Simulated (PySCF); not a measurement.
Geometry (Å), atoms numbered from 1 in this order:
```xyz
23

C    -2.273    0.043    0.883
N    -1.742    0.010   -0.455
C    -2.689   -0.375   -1.468
Si   -0.185    0.682   -0.804
N     0.968    0.029    0.316
C     1.096   -1.397    0.489
C     2.037    0.804    0.903
B     3.440    0.674    0.206
F     3.569    0.178   -1.010
F     4.544    1.097    0.798
H    -1.473    0.279    1.601
H    -2.696   -0.938    1.170
H    -3.077    0.796    1.005
H    -3.116   -1.374   -1.256
H    -3.539    0.331   -1.550
H    -2.201   -0.424   -2.453
H     0.033    0.355   -2.249
H    -0.036    2.164   -0.614
H     1.140   -1.667    1.561
H     0.220   -1.906    0.060
H     2.001   -1.810    0.001
H     1.784    1.882    0.861
H     2.139    0.591    1.987
```

Geometry: PBE0-D3(BJ)/def2-SVP; GIAO shifts from PySCF 2.14, gas phase, non-relativistic, averaged over equivalent atoms.

At HF/pcSseg-1 (242 basis functions, 55 s wall time on 1 thread of an Arm Neoverse N1, shared host):
| atoms | δ (ppm) |
| --- | --- |
| C1/C3 | 34.2 |
| C6 | 32.4 |
| C7 | 31.8 |
| N2 | 4.3 |
| N5 | -0.4 |
| Si4 | -21.9 |
| B8 | 30.8 |
| F9/F10 | -46.2 |
| H17/H18 | 4.05 |
| H11/H12/H13/H14/H15/H16 | 2.35 |
| H22/H23 | 2.33 |
| H19/H20/H21 | 2.27 |

δ = σ(ref) − σ, references computed at the same level: TMS for 13C (σref 190.85), 29Si (σref 393.43), 1H (σref 31.69); 15N (σref 265.72) against NH3; 11B (σref 115.29) vs BF3·OEt2; CFCl3 for 19F (σref 246.35).

Task: What do these become at PBE0/pcSseg-1?

Result: 
| atoms | δ at PBE0/pcSseg-1 | change |
| --- | --- | --- |
| C1/C3 | 37.7 | +3.5 |
| C6 | 35.8 | +3.4 |
| C7 | 37.5 | +5.7 |
| N2 | 28.1 | +23.8 |
| N5 | 24.0 | +24.4 |
| Si4 | -19.4 | +2.5 |
| B8 | 30.2 | -0.6 |
| F9/F10 | -65.8 | -19.6 |
| H17/H18 | 4.66 | +0.61 |
| H11/H12/H13/H14/H15/H16 | 2.49 | +0.14 |
| H22/H23 | 2.63 | +0.30 |
| H19/H20/H21 | 2.41 | +0.14 |

References, each an isolated molecule treated in the same way: TMS for 13C (σref 184.41), 29Si (σref 351.99), 1H (σref 31.27); 15N (σref 265.67) vs NH3; 11B (σref 100.73) vs BF3·OEt2; CFCl3 for 19F (σref 177.25).

The largest change is at N5 (nitrogen bonded to 2 C, Si). Cost: 242 basis functions, 2.1 min wall time on 1 thread of an Arm Neoverse N1, shared host. The order of the carbon signals changes between the two levels.

A carbon bonded to boron is broadened by the quadrupolar boron nucleus and is often missing from a measured spectrum. Unscaled 19F shifts against computed CFCl3 carry errors that often reach 10 to 50 ppm. Experimental scales use liquid or dissolved standards, which lie at an offset from isolated NH3 (liquid NH3: subtract about 20 ppm).
